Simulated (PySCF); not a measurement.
Job file and geometry (Å, from GFN2-xTB) of an NMR shielding run on `FC[C@@H]1[SiH2]SCS[C@H]1F`, C4H8F2S2Si, GIAO PBE0/pcSseg-1 NMR shielding, non-relativistic, gas phase in PySCF 2.14.0, density-fitted response routines; density fitting, a coarse starting grid and PySCF grid level 2 are the driver's defaults:

```
$ OMP_NUM_THREADS=1 python probes_run.py task.json out

{"job": {"kind": "nmr", "xc": "PBE0", "basis": "pcSseg-1"}, "charge": 0, "multiplicity": 1}
F      2.796508     0.863054     0.413214
C      1.861585    -0.126067     0.576385
C      0.862719    -0.066716    -0.571959
Si    -0.129689     1.578002    -0.559911
S     -1.427539     1.508710     1.153733
C     -2.135818    -0.152416     0.897369
S     -0.960272    -1.528401     1.010674
C     -0.035289    -1.291025    -0.553019
F     -0.924402    -1.216910    -1.594833
H      1.383433     0.044109     1.546401
H      2.405290    -1.078068     0.596850
H      1.430349    -0.114089    -1.507802
H      0.759416     2.692128    -0.309112
H     -0.939118     1.634367    -1.771896
H     -2.852601    -0.312863     1.698357
H     -2.630297    -0.198466    -0.069943
H      0.528729    -2.223319    -0.678676
```

Problem. Write the output of this run.

Solution. 
```
coarse grid: 16352 points
cycle   1  E = -1441.8099185654  dE =  1.097e+00  |g| = 6.573e-01  |ddm| = 3.877e+00
cycle   2  E = -1441.7472310758  dE =  6.269e-02  |g| = 9.364e-01  |ddm| = 1.231e+00
cycle   3  E = -1441.8868803638  dE = -1.396e-01  |g| = 8.238e-02  |ddm| = 7.444e-01
cycle   4  E = -1441.8880389637  dE = -1.159e-03  |g| = 3.989e-02  |ddm| = 1.093e-01
cycle   5  E = -1441.8884011642  dE = -3.622e-04  |g| = 6.749e-03  |ddm| = 4.245e-02
cycle   6  E = -1441.8884101776  dE = -9.013e-06  |g| = 2.776e-03  |ddm| = 9.977e-03
final grid: 146440 points
cycle   7  E = -1441.9595322683  dE = -4.600e-05  |g| = 1.036e-02  |ddm| = 3.628e-02
cycle   8  E = -1441.9595091205  dE =  2.315e-05  |g| = 1.458e-02  |ddm| = 2.464e-02
cycle   9  E = -1441.9595566266  dE = -4.751e-05  |g| = 1.382e-03  |ddm| = 1.458e-02
cycle  10  E = -1441.9595569904  dE = -3.638e-07  |g| = 2.826e-04  |ddm| = 1.636e-03
cycle  11  E = -1441.9595570043  dE = -1.396e-08  |g| = 9.483e-05  |ddm| = 3.613e-04
cycle  12  E = -1441.9595570063  dE = -2.018e-09  |g| = 2.936e-05  |ddm| = 1.236e-04
cycle  13  E = -1441.9595570065  dE = -1.842e-10  |g| = 6.039e-06  |ddm| = 3.244e-05
converged SCF energy = -1441.9595570065

GIAO shielding tensors (ppm)
atom      isotropic    diamagn.    paramagn.     s11        s22        s33       span
  0 F      421.245     471.069     -49.824    392.180    414.312    457.242     65.062
  1 C      103.494     243.114    -139.620     65.877     79.925    164.681     98.805
  2 C      156.553     252.791     -96.238    123.782    160.857    185.020     61.238
  3 Si     385.291     878.200    -492.909    344.336    391.453    420.085     75.749
  4 S      638.548    1056.552    -418.004    382.937    645.834    886.874    503.936
  5 C      153.123     251.822     -98.698    120.025    164.821    174.523     54.498
  6 S      433.852    1055.933    -622.081    277.409    459.554    564.591    287.182
  7 C       86.203     244.722    -158.520     47.976     78.180    132.452     84.477
  8 F      354.165     475.711    -121.545    276.989    379.126    406.380    129.391
  9 H       26.302      28.301      -1.999     22.383     26.587     29.934      7.551
 10 H       27.086      28.621      -1.535     22.383     28.672     30.201      7.818
 11 H       29.898      30.893      -0.995     26.030     28.583     35.083      9.053
 12 H       26.963      28.149      -1.185     23.030     25.086     32.774      9.744
 13 H       26.279      28.393      -2.114     22.790     24.450     31.596      8.806
 14 H       28.349      29.234      -0.885     21.217     27.061     36.769     15.552
 15 H       26.982      29.865      -2.883     21.520     26.793     32.632     11.112
 16 H       25.775      29.867      -4.092     23.008     24.382     29.936      6.927
```

Problem. Turn these shieldings into chemical shifts. References, each an isolated molecule treated in the same way: CFCl3 for ¹⁹F (170.95 ppm); ¹³C (186.93 ppm) and ²⁹Si (349.16 ppm) and ¹H (31.72 ppm) vs TMS; ³³S (503.73 ppm) against CS2.

Solution. Averaging equivalent atoms: F 8: -183.2; F 0: -250.3; C 7: 100.7; C 1: 83.4; C 5: 33.8; C 2: 30.4; Si 3: -36.1; S 6: 70; S 4: -135; H 16: 5.94; H 13: 5.44; H 9: 5.42; H 12: 4.75; H 15: 4.73; H 10: 4.63; H 14: 3.37; H 11: 1.82 ppm. Unscaled 19F shifts against computed CFCl3 carry errors that often reach 10 to 50 ppm.

Size and cost of the density-fitted run: 214 basis functions, 80 s wall time on 1 thread of an Arm Neoverse N1, shared host; peak memory 1 GiB.
